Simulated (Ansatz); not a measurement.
Total energies of the cluster Li6⁺ from Ansatz at PBE/def2-TZVP, gas phase (1 Eh = 27.2114 eV = 2625.5 kJ/mol). The reference geometry is relaxed at PBE0/def2-TZVP.

| atom | x (Å) | y (Å) | z (Å) |
| --- | --- | --- | --- |
| Li1 | 0.448 | 1.424 | -1.904 |
| Li2 | -0.560 | -1.845 | -1.467 |
| Li3 | 0.850 | 2.698 | 0.945 |
| Li4 | -1.240 | 0.442 | 0.388 |
| Li5 | 1.266 | -0.344 | 0.403 |
| Li6 | -0.764 | -2.373 | 1.635 |

```csv
state,geometry,energy (Eh)
charge 1 doublet,reference,-44.79010
charge 0 singlet,reference,-44.94474
charge 1 quartet,relaxed at PBE0/def2-TZVP,-44.77701
```

Problem. Work out the vertical electron affinity, to the singlet.

Solution. E(charge 1 doublet) − E(charge 0 singlet) = -44.79010 − (-44.94474) = 0.15464 Eh = 4.21 eV.

Problem. Which of the charge 1 states is lowest, and how far above it are the others?

Solution. The doublet. quartet: -44.77701 − (-44.79010) = 0.01309 Eh = 34.4 kJ/mol. The quartet differs in its bonds from the reference.

A triplet lies near this restricted singlet, and broken spin symmetry wasn't tried. 

The structure comes from a short search, and lower isomers may exist.
